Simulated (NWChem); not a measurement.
Program: NWChem. System: Cl2Si, charge 1, spin multiplicity 2, displaced from the optimised geometry. The structure started from a generated list of species. Its SCF solution wasn't tested for a lower state.

The NWChem input:

```
start mol
memory heap 200 mb stack 800 mb global 1000 mb
charge 1
geometry units angstroms nocenter noautoz
  Si     0.000000     0.000000    -0.697234
  Cl    -1.766376     0.000000     0.287096
  Cl     1.766376     0.000000     0.287096
  symmetry group C2v
end
basis spherical
  * library def2-tzvp
end
dft
  xc pbe0
  odft
  mult 2
  semidirect memsize 60000000 filesize 0
  iterations 100
  convergence nodiis damp 40
end
task dft gradient
```

The output up to the point where the run's verdict is printed (cleaned and shortened):

```
             Northwest Computational Chemistry Package (NWChem) 7.3.0
             --------------------------------------------------------

                                NWChem Input Module
                                -------------------

 Scaling coordinates for geometry "geometry" by  1.889725989
 (inverse scale =  0.529177249)

 Turning off AUTOSYM since
 SYMMETRY directive was detected!

                             Geometry "geometry" -> ""
                             -------------------------

 Output coordinates in angstroms (scale by  1.889725989 to convert to a.u.)

  No.       Tag          Charge          X              Y              Z
 ---- ---------------- ---------- -------------- -------------- --------------
    1 Si                  14.0000     0.00000000     0.00000000    -0.69723400
    2 Cl                  17.0000    -1.76637600     0.00000000     0.28709600
    3 Cl                  17.0000     1.76637600     0.00000000     0.28709600

 Effective nuclear repulsion energy (a.u.)     167.8559964161

            Nuclear Dipole moment (a.u.)
            ----------------------------
        X                 Y               Z
 ---------------- ---------------- ----------------
     0.0000000000     0.0000000000    -0.0000226767

      Symmetry information
      --------------------

 Group name             C2v
 Group number             16
 Group order               4
 No. of unique centers     2

      Symmetry unique atoms

     1    2


 Summary of "ao basis" -> "" (spherical)
 ------------------------------------------------------------------------------
       Tag                 Description            Shells   Functions and Types
 ---------------- ------------------------------  ------  ---------------------
 *                         def2-tzvp                  on all atoms

                                 NWChem DFT Module
                                 -----------------

 Summary of "ao basis" -> "ao basis" (spherical)
 ------------------------------------------------------------------------------
       Tag                 Description            Shells   Functions and Types
[...]
 d= 0,ls=0.5         73  -1091.5049195446  3.16D+01  7.93D-02              21.2
                                                     7.78D-02
 d= 0,ls=0.5         74  -1123.0627189116 -3.16D+01  7.93D-02              21.5
                                                     7.78D-02
 d= 0,ls=0.5         75  -1091.5049195446  3.16D+01  7.93D-02              21.8
                                                     7.78D-02
 d= 0,ls=0.5         76  -1123.0627189116 -3.16D+01  7.93D-02              22.1
                                                     7.78D-02
 d= 0,ls=0.5         77  -1091.5049195446  3.16D+01  7.93D-02              22.3
                                                     7.78D-02
 d= 0,ls=0.5         78  -1123.0627189116 -3.16D+01  7.93D-02              22.6
                                                     7.78D-02
 d= 0,ls=0.5         79  -1091.5049195446  3.16D+01  7.93D-02              22.8
                                                     7.78D-02
 d= 0,ls=0.5         80  -1123.0627189116 -3.16D+01  7.93D-02              23.1
                                                     7.78D-02
 d= 0,ls=0.5         81  -1091.5049195446  3.16D+01  7.93D-02              23.4
                                                     7.78D-02
 d= 0,ls=0.5         82  -1123.0627189116 -3.16D+01  7.93D-02              23.6
                                                     7.78D-02
 d= 0,ls=0.5         83  -1091.5049195446  3.16D+01  7.93D-02              23.9
                                                     7.78D-02
 d= 0,ls=0.5         84  -1123.0627189116 -3.16D+01  7.93D-02              24.2
                                                     7.78D-02
 d= 0,ls=0.5         85  -1091.5049195446  3.16D+01  7.93D-02              24.5
                                                     7.78D-02
 d= 0,ls=0.5         86  -1123.0627189116 -3.16D+01  7.93D-02              24.8
                                                     7.78D-02
 d= 0,ls=0.5         87  -1091.5049195446  3.16D+01  7.93D-02              25.1
                                                     7.78D-02
 d= 0,ls=0.5         88  -1123.0627189116 -3.16D+01  7.93D-02              25.3
                                                     7.78D-02
 d= 0,ls=0.5         89  -1091.5049195446  3.16D+01  7.93D-02              25.6
                                                     7.78D-02
 d= 0,ls=0.5         90  -1123.0627189116 -3.16D+01  7.93D-02              25.9
                                                     7.78D-02
 d= 0,ls=0.5         91  -1091.5049195446  3.16D+01  7.93D-02              26.2
                                                     7.78D-02
 d= 0,ls=0.5         92  -1123.0627189116 -3.16D+01  7.93D-02              26.4
                                                     7.78D-02
 d= 0,ls=0.5         93  -1091.5049195446  3.16D+01  7.93D-02              26.7
                                                     7.78D-02
 d= 0,ls=0.5         94  -1123.0627189116 -3.16D+01  7.93D-02              27.0
                                                     7.78D-02
 d= 0,ls=0.5         95  -1091.5049195446  3.16D+01  7.93D-02              27.2
                                                     7.78D-02
 d= 0,ls=0.5         96  -1123.0627189116 -3.16D+01  7.93D-02              27.5
                                                     7.78D-02
 d= 0,ls=0.5         97  -1091.5049195446  3.16D+01  7.93D-02              27.7
                                                     7.78D-02
 d= 0,ls=0.5         98  -1123.0627189116 -3.16D+01  7.93D-02              28.0
                                                     7.78D-02
 d= 0,ls=0.5         99  -1091.5049195446  3.16D+01  7.93D-02              28.3
                                                     7.78D-02
 d= 0,ls=0.5        100  -1123.0627189116 -3.16D+01  7.93D-02              28.5
                                                     7.78D-02
```

The run did not converge; its last values are not results. The next line reads: Calculation failed to converge. NWChem stopped with the message: dft gradient failed.
